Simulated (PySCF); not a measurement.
Species: C6H3F3OSe.
SMILES with atom numbers: `[O:1]=[C:2]([c:3]1[cH:4][cH:5][cH:6][se:7]1)[C:8]([F:9])([F:10])[F:11]` (hydrogens: H12 on C4; H13 on C5; H14 on C6)

Computed by this run: PBE0-D3(BJ)/def2-SVP geometry optimisation, gas phase (PySCF 2.14.0); density fitting, grid level 1; the optimiser is geomeTRIC in internal coordinates, started from a GFN2-xTB structure with every atom displaced at random (about 0.01 Å).

Step 0: E = -81772.4427 eV
```
atom  x, y, z in Å  |  force x, y, z in eV/Å
O1     -1.7603   -1.3878   -1.1721   -0.202   0.302   0.168
C2     -1.3759   -0.4675   -0.4854   -0.729  -0.027  -0.077
C3     -0.0236   -0.1920   -0.1557    2.666  -0.232   0.088
C4      1.1113   -0.9430   -0.5731   -3.284   0.426   0.032
C5      2.3149   -0.4943   -0.1272    0.232   1.519   1.052
C6      2.2499    0.6367    0.6687   -0.273  -0.488  -0.336
Se7     0.5530    1.2424    0.9282    0.021  -0.280  -0.202
C8     -2.3477    0.5565    0.1494   -1.950   0.081   0.896
F9     -3.6326    0.3152   -0.1246    0.740  -0.156  -0.275
F10    -2.0854    1.8091   -0.2260    0.183  -0.087  -0.280
F11    -2.2609    0.5482    1.5076    0.303  -0.227  -0.675
H12     0.9488   -1.8105   -1.1879    0.003  -0.491  -0.389
H13     3.2177   -0.9623   -0.3743    1.635  -0.759  -0.352
H14     3.0818    1.1329    1.1200    0.655   0.422   0.350
```

Step 1: E = -81772.7382 eV
```
atom  x, y, z in Å  |  force x, y, z in eV/Å
O1     -1.7149   -1.3372   -1.1285   -0.090   0.169   0.095
C2     -1.3686   -0.4087   -0.4368   -0.157  -0.012  -0.034
C3      0.0174   -0.1323   -0.1045    0.660  -0.090  -0.002
C4      1.0722   -0.9184   -0.5583   -0.682   0.285   0.201
C5      2.3442   -0.5036   -0.1325    0.095   0.176   0.080
C6      2.3393    0.6176    0.6638    0.064  -0.148  -0.053
Se7     0.6563    1.2723    0.9644   -0.218  -0.073  -0.088
C8     -2.4338    0.5537    0.1477   -0.351  -0.263   0.163
F9     -3.6481    0.1910   -0.2243    0.168   0.106  -0.022
F10    -2.2156    1.8105   -0.2469    0.026  -0.035  -0.037
F11    -2.3897    0.5419    1.4906    0.098   0.004  -0.217
H12     0.8667   -1.7873   -1.1806    0.035  -0.085  -0.099
H13     3.2589   -1.0147   -0.4118    0.222  -0.127  -0.042
H14     3.2068    1.0988    1.1053    0.129   0.092   0.056
```

Task: Estimate the geometry and energy of step 2. (The exact step hangs on the optimiser's Hessian estimate; all steps are aligned on step 1, rigid shifts and turns removed.)

Result: E = -81772.7487 eV, largest force 0.288 eV/Å
```
atom  x, y, z in Å  |  force x, y, z in eV/Å
O1     -1.7463   -1.3273   -1.1261    0.171  -0.012  -0.006
C2     -1.3750   -0.4102   -0.4349   -0.224   0.037   0.002
C3      0.0187   -0.1341   -0.1014    0.216  -0.028   0.002
C4      1.0691   -0.9103   -0.5492   -0.185  -0.180  -0.127
C5      2.3531   -0.5036   -0.1308    0.017   0.136   0.078
C6      2.3486    0.6169    0.6668    0.020  -0.072  -0.038
Se7     0.6536    1.2666    0.9608   -0.025   0.094   0.063
C8     -2.4402    0.5460    0.1477   -0.054  -0.094   0.057
F9     -3.6526    0.1950   -0.2306    0.087   0.029   0.062
F10    -2.2115    1.7988   -0.2525    0.007   0.111  -0.032
F11    -2.3833    0.5362    1.4859   -0.047   0.001  -0.042
H12     0.8681   -1.7772   -1.1812    0.037  -0.018  -0.023
H13     3.2711   -1.0214   -0.4127   -0.003  -0.019   0.000
H14     3.2174    1.1081    1.1059   -0.015   0.014   0.002
```

The energy changes by -0.0105 eV. The first-order estimate −F·Δx gives -0.0273 eV and the mean of the old and new forces, exact on a quadratic surface, -0.0101 eV. The step makes an angle of 65° with the force vector and moves no atom by more than 0.033 Å.

What follows is the cost of the whole optimisation. On 2 threads of an Intel Xeon Platinum 8488C (shared host), this took 2.9 min wall, 6.9 min CPU and 1.0 GiB of memory at its peak.
